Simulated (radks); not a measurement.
Results of a calculation; reference values are marked as such.
Fractional charge and spin in the 3d shell of cobalt: the spin-up occupation runs from 4 to 5 and the spin-down occupation from 1 to 2; the fullest corner is Co, [Ar] 4s2 3d(up 5, down 2). Code: a radial shooting solver on a logarithmic mesh with Libxc functionals. Model: non-relativistic Kohn-Sham, PBEsol, spin-polarised, spherical densities, point nucleus. Energy (eV) above the fullest corner. The planes named below are the two flat planes that join the four corners, with an edge along up + down = one added electron.

down \ up       4     4.5       5
1          47.021  28.002  13.439
1.5        29.704  15.320   4.998
2          16.662   6.522   0.000

Corners above the fullest one (they belong to Co+ and the next ion): (up 5, down 1) 13.439 eV, (up 4, down 2) 16.662 eV, (up 4, down 1) 47.021 eV. With half an added electron in each spin the energy lies 0.270 eV from the planes, and with half an added electron in spin up alone -2.228 eV. The planes are only a guide here: the flat-plane condition holds for ground states with one frontier orbital, while this shell lies below other occupied shells, so the corners above the fullest one are inner-hole states and not the ground states of those ions.
